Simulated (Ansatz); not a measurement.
Ansatz (a first-principles code) input:
A basis named .json is the Basis Set Exchange file of that set.

Ansatz 0.2 input:
```yaml
crystal:
  periodic: [false, false, false]
  atoms:
    - {symbol: Pb, position_ang: [-0.00000000, -0.00000000, -0.40746333]}
    - {symbol: Cl, position_ang: [0.00000000, 0.00000000, 1.96541136]}
basis:
  gaussian:
    orbitals: def2-TZVPPD.json
    fitting: {mean_field: def2-universal-jkfit, correlation: def2-TZVPPD-RIFIT.json}
magnetization: {spin_polarized: true, initial_magnetization: 1}
correlation: {method: mp2, electrons: outside_noble_gas}
```

Question: Predict the final energy.

Answer: -651.64381 Eh (RI-MP2/def2-TZVPPD). The basis has 107 functions.

This state (charge 0, doublet) is run at the relaxed geometry of the species with charge 1 and multiplicity 1.
